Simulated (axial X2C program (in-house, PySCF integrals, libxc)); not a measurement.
## Curves of FeCN⁺ from open-shell CI on d5 s1 p(π)0

Computed with an in-house all-electron X2C program for linear molecules (integrals from PySCF): two-component X2C with atomic mean-field Coulomb and Gaunt terms, basis Fe dyall-v3z, C dyall-v3z, N dyall-v3z (cores contracted in-house). Orbitals come from Hartree–Fock averaged over the configuration Fe d5 s1 p(π)0; CI then distributes these electrons over the d, s, p(π) shells of Fe.

Scan along the Fe–C bond with CN moving as one mass, its bond held at 1.160 Å; masses Fe 55.935 u, C 12.000 u, N 14.003 u. Energies in cm⁻¹ from the lowest point; levels are followed by energy order within each Ω. Lowest level at 1.951 Å: 100% d5 s1.

```tsv
R (Å)	(1)Ω=3	(1)Ω=2	(1)Ω=1	(1)Ω=0	(2)Ω=0
1.814	2759	2760	2760	2760	5509
1.883	839	839	839	839	4229
1.951	0	0	0	0	3857
2.029	27	27	27	27	4248
2.107	848	848	848	848	5270
2.195	2463	2463	2463	2463	6938
2.302	5097	5097	5097	5097	9394
```

Task: Fit the curves (1)Ω=3, (1)Ω=2, (1)Ω=1, (1)Ω=0, (2)Ω=0 near their minima.

Result: From the open-shell CI curves, Te from the lowest:

```json
{"level": "(1)Ω=3", "Te (cm⁻¹)": "0", "Re (Å)": "1.987", "ωe (cm⁻¹)": "538.5"}
{"level": "(1)Ω=2", "Te (cm⁻¹)": "0", "Re (Å)": "1.987", "ωe (cm⁻¹)": "538.5"}
{"level": "(1)Ω=1", "Te (cm⁻¹)": "0", "Re (Å)": "1.987", "ωe (cm⁻¹)": "538.5"}
{"level": "(1)Ω=0", "Te (cm⁻¹)": "0", "Re (Å)": "1.987", "ωe (cm⁻¹)": "538.5"}
{"level": "(2)Ω=0", "Te (cm⁻¹)": "3960", "Re (Å)": "1.951", "ωe (cm⁻¹)": "523.2"}
```

Without dynamic correlation distances can be off by several hundredths of an Å (long for ionic bonds, short for multiple bonds) and the wavenumbers are rough.

The 5 lowest curves are shown; the next is (2)Ω=1, from 3861 cm⁻¹.

There is no dynamic correlation: spin–orbit spacings and, for f shells, spacings inside one term are the most reliable numbers, splittings between terms come out too wide, and energies between configurations are not reliable, so the lowest level need not be the ground state of the molecule. For d shells the ligand-field splittings (σ, π, δ) and their order can be off by a thousand cm⁻¹ or more. At most 4 roots were kept for each Ω > 0 (twice that for Ω = 0) within 3.2 eV of the lowest, so higher up levels can be missing between those listed; levels with Ω > 0 are doubly degenerate and listed once, Ω = 0 levels singly. States that fill the shells left empty in the average are placed too high. The molecule was held linear; bending was not examined.
